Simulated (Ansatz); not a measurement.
`O[Si]Cl` + HBr → `O[Si]Br` + HCl at 500 K and 1 bar (ligand exchange at the Si–Cl bond).

Gas-phase electronic energies from Ansatz, PBE0-D4/def2-TZVP geometries. CCSD(T)/CBS is the MP2 limit (def2-TZVPP, def2-QZVPP) plus CCSD(T) − MP2 in def2-TZVPP, frozen cores. This one scheme is used for every species. For Br outer-core shells are correlated without core-valence functions, which leaves a few kJ/mol of doubt a bond. Scalar relativity is left out up to krypton. Each species was taken in one conformer, which may not be the lowest.

| species | CCSD(T)/CBS energy (Eh) | H − E (kJ/mol) | S (J/(mol·K)) |
| --- | --- | --- | --- |
| `O[Si]Cl` | -824.69782 | 65.7 | 310.9 |
| HBr | -2573.91920 | 30.5 | 213.7 |
| `O[Si]Br` | -2938.23569 | 65.4 | 323.3 |
| HCl | -460.38127 | 32.5 | 201.9 |

H − E and S are ideal-gas, rigid-rotor, harmonic terms from PBE0-D4/def2-TZVP, for one conformer and one mirror image of each species. 1 Eh = 2625.50 kJ/mol, R = 8.31446 J/(mol·K).

**Question.** By hand: ΔE, ΔH, ΔS and ΔG.

**Answer.** ΔE = (-2938.23569) + (-460.38127) − (-824.69782) − (-2573.91920) = 0.00006 Eh = 0.2 kJ/mol. Δ(H − E) = 65.4 + 32.5 − 65.7 − 30.5 = 1.7, so ΔH = 1.9 kJ/mol. ΔS = 323.3 + 201.9 − 310.9 − 213.7 = 0.6 J/(mol·K). ΔG = 1.9 − 500 × (0.6)/1000 = 1.6 kJ/mol.

**Question.** By hand: the equilibrium constant, and the temperature at which ΔG would vanish if ΔH and ΔS stayed fixed.

**Answer.** log₁₀ K = −ΔG/(RT ln 10) = -0.2. ΔG = 0 at ΔH/ΔS = 3167 K, far beyond where these terms or the molecules hold.

The number of gas molecules stays the same, so ΔS is small and ΔH decides. The sign of ΔG lies within the doubt. A doubt of 5 kJ/mol in ΔE shifts log₁₀ K by 0.5 here. Other conformers and mirror images would add mixing entropy, several J/(mol·K) or more a flexible species. These are equilibria of isolated gas molecules and say nothing of rates. Largest T1 diagnostic: 0.014 (customary marks: 0.02 for closed shells, 0.045 for open ones).
